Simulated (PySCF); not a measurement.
Species: C3H11FSi2.
SMILES: `CC[SiH2][C@@H](F)[SiH3]`

A linear-response calculation (PySCF, def2-SVPD basis, gas phase, vertical, core orbitals frozen in the response) gave these numbers; the functional is withheld.

Orbital energies (eV): HOMO-3 -9.25, HOMO-2 -9.00, HOMO-1 -8.26, HOMO -8.01, LUMO 0.08, LUMO+1 0.15, LUMO+2 0.27.

```
state  E (eV)       f  main configurations (H = HOMO, L = LUMO)
   S1    6.97   0.021                    H→L (71%), H→L+2 (25%)
   S2    7.29  0.0086                    H→L+2 (70%), H→L (27%)
   S3    7.36   0.115                               H→L+1 (93%)
   S4    7.43  0.0086                 H-1→L (84%), H-1→L+2 (9%)
   S5    7.51   0.020                             H-1→L+1 (95%)
   S6    7.60  0.0003                H-1→L+2 (83%), H-1→L (11%)
```

Triplets (Tamm–Dancoff): T1 6.46 eV, H→L+2 (52%), H→L (41%); T2 6.90 eV, H→L (46%), H→L+2 (34%), H→L+1 (13%); T3 7.10 eV, H→L+1 (58%), H-1→L+2 (9%); T4 7.16 eV, H-1→L (48%), H-1→L+2 (14%), H→L+1 (14%).

Vertical ionisation energy by ΔSCF with the same functional: 10.02 eV. Mean static polarisability: 94.6 au.

Task: Which of these was used?
A. HF
B. B3LYP
C. PBE
D. wB97X-D

Result: B. B3LYP is a global hybrid with 20% exact exchange. In this run −ε(HOMO) = 8.01 eV differs from the ΔSCF value by -2.01 eV, and S1 differs from the orbital gap of 8.09 eV by -1.12 eV. The ratio −ε(HOMO)/IP is 0.80. Small neutral molecules mostly give 0.67 to 0.83 with B3LYP, 0.5 to 0.7 with PBE, 0.89 to 0.99 with wB97X-D; Hartree–Fock can't fall below 1, since the ion's relaxation only lowers the ΔSCF value.

Computed with TDDFT B3LYP/def2-SVPD, vertical, gas phase, core orbitals frozen in the response (PySCF 2.14.0, density-fitted response routines). Isolated species at its PBE0-D3(BJ)/def2-SVP geometry (one conformer only).

The values belong to the conformer `[CH3:1][CH2:2][SiH2:3][C@@H:4]([F:5])[SiH3:6]`: C1–C2–Si3–C4 172°, C2–Si3–C4–F5 -60°.
